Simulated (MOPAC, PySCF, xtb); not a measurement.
Isomers of CH4BN. Isolated molecules, 0 K electronic values unless said otherwise. One relaxed conformer stands for each flexible species; it need not be the lowest. Strings in code marks are SMILES.

Quantity: electronic energy of isomers of CH4BN relative to `CB=N`, in kcal/mol. Semi-empirical values (MOPAC) are differences of heats of formation.

Level 1: PBE-D3(BJ)/def2-TZVP // PBE0-D3(BJ)/def2-TZVP (PySCF)
Level 2: PBE/6-31G* // PBE0-D3(BJ)/def2-TZVP (PySCF)
Level 3: GFN2-xTB (xtb)
Level 4: PM7 // PBE0-D3(BJ)/def2-TZVP (MOPAC)

```csv
species,level 2,level 3,level 4
`B=NC`,11.0,-6.41,10.3
`C=BN`,22.8,29.4,31.2
`[H]/N=C\B`,50.4,40.5,68.8
```

What does level 1 give for each, and how far do the other levels lie from it on average?


- `B=NC`: 16.1
- `C=BN`: 19.3
- `[H]/N=C\B`: 54.0
Mean absolute difference from level 1, which has limits of its own, over these rows (drawn at random from the members that have all these levels): level 2 4.08 kcal/mol, level 3 15.4 kcal/mol, level 4 10.8 kcal/mol.
